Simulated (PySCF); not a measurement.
Spinor energies of Ta⁺ (tantalum, charge +1)

Start: [Xe] 4f14 5d2 6s2; 5d5/2 filled at m_j = +3/2, +5/2. Calculated with PySCF 2.14 in x2c-TZVPall-2c (11s11p10d2f, 108 functions): generalised Hartree-Fock with the X2C-1e Hamiltonian and a Gaussian nucleus; spin-orbit coupling (SO) screened by Boettger's factors. This is a chosen level, not necessarily the ground level.

```csv
spinor shell,electrons,"ε, screened SO (eV)",weight of nominal j (screened SO),"rms radius, screened SO (bohr)"
1s1/2,2,-67765.7,1.000,0.0211
2s1/2,2,-11788.2,1.000,0.0853
2p1/2,2,-11245.7,1.000,0.0726
2p3/2,4,-9969.9,1.000,0.0799
3s1/2,2,-2768.7,1.000,0.218
3p1/2,2,-2527.9,1.000,0.210
3p3/2,4,-2248.4,1.000,0.225
3d3/2,4,-1846.4,1.000,0.199
3d5/2,6,-1786.1,1.000,0.203
4s1/2,2,-603.89,1.000,0.488
4p1/2,2,-503.23,1.000,0.497
4p3/2,4,-438.29,1.000,0.530
4d3/2,4,-272.42,1.000,0.558
4d5/2,6,-260.23,1.000,0.569
5s1/2,2,-97.031,1.000,1.18
5p1/2,2,-64.295,0.988,1.31
5p3/2,4,-55.343,0.993,1.41
4f5/2,6,-51.382,0.992,0.700
4f7/2,8,-49.475,0.994,0.705
5d5/2,2,-17.790,0.817,2.14
6s1/2,2,-14.295,0.973,3.32
```

```json
{"quantity": "E (hartree)", "screened SO": "-15610.03583"}
{"quantity": "M_J", "screened SO": "4"}
{"quantity": "⟨J²⟩", "screened SO": "20.202"}
{"quantity": "⟨L²⟩", "screened SO": "12.454"}
{"quantity": "⟨S²⟩", "screened SO": "2.125"}
```

Each row is a mean over spinors that exchange with the open shell spreads, by up to 5.008 eV (5p3/2).

Rows whose weight is well below 1 are mixtures of j = l ± 1/2: exchange outweighs spin-orbit coupling there, and the label is only the starting occupation.

⟨J²⟩ departs a little from M_J(M_J + 1) because the unrestricted spinors polarise the closed shells.

Breit and QED terms are absent; they matter most for the inner s and p1/2 levels.

Densities and radii are taken from the X2C orbitals without a picture-change correction, which distorts them close to the nucleus.
